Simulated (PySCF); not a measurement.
Electron correlation in Sb²⁺ (antimony, charge +2)

[Kr] 4d10 5s2 5p1, 2P determinant. Calculation: PySCF 2.14, in x2c-TZVPall; the spin-free X2C one-electron Hamiltonian (Gaussian nucleus). Frozen: [Kr] 4d10; 3 electrons correlated.

MP2 pair energies summed by pair of shells (mhartree):

```json
{"pair": "5s-5s", "energy": "-18.86", "share (%)": "56.6"}
{"pair": "5s-5p", "energy": "-14.48", "share (%)": "43.4"}
```

Total MP2 correlation energy: -33.34 mhartree.

Same-spin part -2.20 and opposite-spin part -31.14 mhartree; SCS-MP2 scales them by 1/3 and 6/5 to -38.10 mhartree.
